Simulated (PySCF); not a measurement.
ReF4, SMILES [F][Re]([F])([F])[F] (connectivity only; charge and spin as stated), neutral, multiplicity 4.

The structure is a stationary point at r2SCAN-D4/def2-SVP. The multiplicity is an assumed one; other spin states were not compared. The def2 effective core potentials stand for the cores of Re; spin–orbit coupling is left out.

These are PySCF with TDA-PBE/def2-SVPD values and carry that method's errors.

Vertical excitations; the highest root listed may be one member of a degenerate set. 

Computed lowest excited states:
```json
[
 {"state": "root 1", "energy (eV)": "1.07", "λ (nm)": "1161", "f": "0.000", "main pairs": "α HOMO→LUMO (degenerate set)"},
 {"state": "root 2", "energy (eV)": "1.07", "λ (nm)": "1161", "f": "0.000", "main pairs": "α HOMO−1→LUMO (degenerate set)"},
 {"state": "root 3", "energy (eV)": "2.68", "λ (nm)": "463", "f": "0.000", "main pairs": "α HOMO−2→LUMO 100 %"},
 {"state": "root 4", "energy (eV)": "4.25", "λ (nm)": "292", "f": "0.000", "main pairs": "β HOMO→LUMO 100 %"},
 {"state": "root 5", "energy (eV)": "4.32", "λ (nm)": "287", "f": "0.000", "main pairs": "α HOMO−3→LUMO 74 %, β HOMO→LUMO+1 25 %"},
 {"state": "root 6", "energy (eV)": "4.62", "λ (nm)": "269", "f": "0.000", "main pairs": "β HOMO−1→LUMO 100 %"},
 {"state": "root 7", "energy (eV)": "4.87", "λ (nm)": "254", "f": "0.001", "main pairs": "α HOMO−5→LUMO, β HOMO−2→LUMO (degenerate set)"},
 {"state": "root 8", "energy (eV)": "4.87", "λ (nm)": "254", "f": "0.001", "main pairs": "α HOMO−4→LUMO, β HOMO−3→LUMO (degenerate set)"},
 {"state": "root 9", "energy (eV)": "4.92", "λ (nm)": "252", "f": "0.004", "main pairs": "α HOMO−5→LUMO, β HOMO−2→LUMO, β HOMO−3→LUMO+1 (degenerate set)"},
 {"state": "root 10", "energy (eV)": "4.92", "λ (nm)": "252", "f": "0.004", "main pairs": "α HOMO−4→LUMO, β HOMO−3→LUMO, β HOMO−2→LUMO+1 (degenerate set)"}
]
```
Unrestricted roots are not spin-pure.
